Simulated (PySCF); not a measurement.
# Electron correlation in Os⁴⁵⁺ (osmium, charge +45)

Starting occupation: [Ar] 3d10 4s2 4p1, 4p1/2 with m_j = +1/2. Calculation: PySCF 2.14, in an uncontracted even-tempered set (16 s from 6 bohr⁻², ratio 2.8; 13 p from 7.8 bohr⁻², ratio 2.8; 8 d from 14 bohr⁻², ratio 2.8; 4 f from 33 bohr⁻², ratio 3); X2C-1e with screened-nucleus spin-orbit coupling, Gaussian nucleus. Frozen: [Ne]; 21 electrons correlated; the 72 highest virtual spinors left out.

MP2 pair energies summed by pair of shells (mhartree):

```
       pair   energy  share (%)
3d3/2-3d5/2  -186.33       21.6
3d5/2-3d5/2  -132.14       15.3
3d5/2-3p3/2   -66.13        7.7
3d3/2-3d3/2   -56.53        6.5
3d5/2-4s1/2   -46.29        5.4
3d3/2-3p3/2   -44.80        5.2
4s1/2-4s1/2   -34.42        4.0
4p1/2-4s1/2   -30.25        3.5
3d3/2-4s1/2   -29.35        3.4
3d5/2-3p1/2   -28.70        3.3
3p3/2-3p3/2   -25.39        2.9
3p1/2-3p3/2   -23.90        2.8
3d5/2-3s1/2   -23.09        2.7
3d5/2-4p1/2   -20.38        2.4
3d3/2-3p1/2   -18.89        2.2
3p3/2-4s1/2   -17.51        2.0
3d3/2-3s1/2   -15.57        1.8
3d3/2-4p1/2   -12.97        1.5
3p3/2-3s1/2   -12.34        1.4
3p3/2-4p1/2    -8.72        1.0
3p1/2-4s1/2    -6.20        0.7
3p1/2-3s1/2    -6.17        0.7
3p1/2-3p1/2    -5.65        0.7
3s1/2-3s1/2    -3.65        0.4
3s1/2-4s1/2    -3.46        0.4
3p1/2-4p1/2    -2.75        0.3
3s1/2-4p1/2    -2.00        0.2
```

Total MP2 correlation energy: -863.57 mhartree.

At this charge the one-electron X2C treatment keeps the bare 1/r₁₂, with no two-electron picture change or Breit term. The effect here is smaller than on the frozen 1s shell.
